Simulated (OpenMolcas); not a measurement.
**Cu+: effect of the active space**

* Program: OpenMolcas 26.06
* Method: CASSCF or its RAS form
* Basis: ANO-RCC-VTZP
* Scalar Hamiltonian: DKH2, point nucleus
* Spin-orbit coupling: RASSI with atomic mean-field integrals over the reference wave functions, term energies averaged over their components

A. 10 electrons in 6 orbitals (3d 4s); 2S+1 = 3 even, 12 roots; 2S+1 = 1 even, 5 roots; cost roughly 10 core-seconds
B. 10 electrons in 9 orbitals (RAS2 3d 4s; RAS3 4p, at most 2 electrons); 2S+1 = 1 even, 19 roots; 2S+1 = 3 even, 15 roots kept (CI in the orbitals of an earlier block); 2S+1 = 1 odd, 15 roots; 2S+1 = 3 odd, 15 roots kept (CI in the orbitals of an earlier block); cost about 110 core-seconds
C. 10 electrons in 11 orbitals (3d 4s 4d); 2S+1 = 1 even, 6 roots; 2S+1 = 3 even, 5 roots kept (CI in the orbitals of an earlier block); cost about 16 core-minutes

Energies in cm-1 above 3d9 4s 1D2.

```csv
Level,A,B,C
3d9 4s 1D2,0.0,0.0,0.0
3d9 4s 3D3,5221,-4488,-4646
3d9 4s 3D2,6654,-3547,-3695
3d9 4s 3D1,7348,-2341,-2563
```

B puts 3d9 4s 3D3 lowest. C puts 3d10 1S0 lowest.

Among A to C the level of the table that moves most is 3d9 4s 3D2, by 10000 cm-1 (lowest in C, highest in A).

Without dynamic correlation excited terms often stand tens of per cent too high (terms of higher spin than the ground term too low), and those without a measured partner can miss by more than the paired ones. The lowest computed level is not the ground level that NIST lists (1S0) (holds for A; B). No level of 3d10 was computed, though it lies in the active space (holds for A; B). Terms from blocks run as CI alone lack orbitals of their own (holds for B; C). Active for correlation alone: 4d; no level in the range computed is led by a configuration that fills it, so any true level of that kind is missing (holds for C). Levels of configurations outside the active space are missing. The table leaves out levels that lie high or whose names do not pair safely across all columns.
